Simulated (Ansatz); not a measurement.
Geometry optimisation, RHF/def2-SVP in Ansatz.

The input (input.yaml):

```yaml
crystal:
  periodic: [false, false, false]
  atoms:
    - { symbol: W, position_ang: [0.124771, 0.323338, -0.030185] }
    - { symbol: Cl, position_ang: [-0.175486, -0.26389, 3.517598] }
    - { symbol: F, position_ang: [1.816508, -0.250359, -0.760181] }
    - { symbol: O, position_ang: [-0.119504, 1.925221, -0.961519] }
    - { symbol: H, position_ang: [-0.496676, 2.131848, -1.803735] }
    - { symbol: O, position_ang: [-1.573011, 0.445386, 0.696884] }
    - { symbol: H, position_ang: [-2.022055, -0.199672, 1.230282] }
    - { symbol: O, position_ang: [-0.0421, -1.507305, 0.377486] }
    - { symbol: H, position_ang: [0.548184, -2.164476, 0.035396] }
    - { symbol: H, position_ang: [-0.227573, -0.191182, -1.587528] }
    - { symbol: O, position_ang: [1.351198, 1.204143, 1.158592] }
    - { symbol: H, position_ang: [2.245404, 1.4111, 0.923281] }
    - { symbol: H, position_ang: [0.66434, 0.705948, 3.196629] }
basis:
  gaussian: { orbitals: def2-SVP }
hamiltonian:
  xc: hf
relax:
  f_tol: 0.03
  max_steps: 50
output:
  orbitals: {}
```

Command:

```bash
$ ansatz run input.yaml --threads 4 --pin off --max-ram 5120MiB --backend cpu --events-out ev --progress --plain --runs-dir out
```

**Question.** Where does it end, and by what steps?

**Answer.** The run converged. After 13 steps the energy has fallen by 0.215 eV; Cl2 moved furthest, 0.98 Å.

```
step  energy less start (eV)  largest force component (eV/Å)  accepted
   0                  0.0000                           1.082       yes
   1                 -0.1060                           0.836       yes
   2                 -0.1415                           0.684       yes
   3                 -0.1157                           1.325        no
   4                 -0.1786                           0.341       yes
   5                 -0.1940                           0.193       yes
   6                 -0.2052                           0.164       yes
   7                 -0.2092                           0.079       yes
   8                 -0.2112                           0.149       yes
   9                 -0.2120                           0.127       yes
  10                 -0.2130                           0.119       yes
  11                 -0.2141                           0.089       yes
  12                 -0.2145                           0.035       yes
  13                 -0.2147                           0.025       yes
```

```xyz
13
Properties=species:S:1:pos:R:3
W 0.106 0.276 -0.135
Cl -0.063 0.418 4.219
F 1.827 -0.143 -0.898
O -0.171 1.945 -0.899
H -0.490 2.297 -1.715
O -1.559 0.288 0.668
H -2.037 -0.383 1.139
O 0.003 -1.586 0.138
H 0.585 -2.209 -0.274
H -0.203 -0.145 -1.741
O 1.279 0.942 1.207
H 2.210 1.073 1.084
H 0.606 0.796 3.197
```

Whether the end is a true minimum wasn't checked by a vibrational analysis.

Run time: 35 s on 4 threads of Arm Neoverse V1, with other jobs on the host, peak memory 0.45 GiB.
